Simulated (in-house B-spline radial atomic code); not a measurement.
The outermost shell (largest non-relativistic mean radius) with and without relativity; Dirac values are averaged over j. Computed with a radial B-spline atomic code at the basis-set limit: non-relativistic Hartree-Fock and Dirac-Hartree-Fock, averages of the configuration (point nuclei without relativity, finite nuclei with it).

```csv
ion,configuration,outermost shell,radius non-relativistic (bohr),radius Dirac (bohr),radius change (%),level non-relativistic (eV),level Dirac (eV),spin-orbit splitting (eV)
Eu2+,[Xe] 4f7,5p,1.6781,1.6326,-2.712,-41.700,-43.005,4.0739
Gd2+,[Xe] 4f7 5d1,5d,2.339,2.3957,2.4236,-19.837,-19.163,0.23529
Tb2+,[Xe] 4f9,5p,1.6264,1.5766,-3.0638,-43.033,-44.609,4.6777
Dy2+,[Xe] 4f10,5p,1.6024,1.5505,-3.2428,-43.677,-45.397,5.002
Ho2+,[Xe] 4f11,5p,1.5795,1.5254,-3.4248,-44.309,-46.181,5.3424
Er2+,[Xe] 4f12,?,?,?,?,?,?,?
Tm2+,[Xe] 4f13,5p,1.5363,1.4779,-3.7994,-45.544,-47.742,6.0758
Yb2+,[Xe] 4f14,5p,1.516,1.4554,-3.9927,-46.148,-48.524,6.4707
Lu2+,[Xe] 4f14 6s1,6s,3.4048,3.1905,-6.2938,-18.737,-20.011,-
Hf2+,[Xe] 4f14 5d2,?,?,?,?,?,?,?
Ta2+,[Xe] 4f14 5d3,?,?,?,?,?,?,?
W2+,[Xe] 4f14 5d4,5d,1.8249,1.8645,2.1735,-25.717,-24.76,0.7263
Re2+,[Xe] 4f14 5d5,5d,1.7325,1.7672,2.0015,-27.530,-26.521,0.90843
```

Fill in the row of Er2+.

outermost shell: 5p; radius non-relativistic (bohr): 1.5575; radius Dirac (bohr): 1.5012; radius change (%): -3.6102; level non-relativistic (eV): -44.931; level Dirac (eV): -46.962; spin-orbit splitting (eV): 5.7.

Fill in the row of Hf2+.

outermost shell: 5d; radius non-relativistic (bohr): 2.0615; radius Dirac (bohr): 2.1161; radius change (%): 2.6512; level non-relativistic (eV): -22.008; level Dirac (eV): -21.152; spin-orbit splitting (eV): 0.40899.

Fill in the row of Ta2+.

outermost shell: 5d; radius non-relativistic (bohr): 1.9326; radius Dirac (bohr): 1.9787; radius change (%): 2.3848; level non-relativistic (eV): -23.882; level Dirac (eV): -22.975; spin-orbit splitting (eV): 0.56005.

Which member changes most?

Lutetium (Lu2+): its 6s shell contracts by 6.3 %.
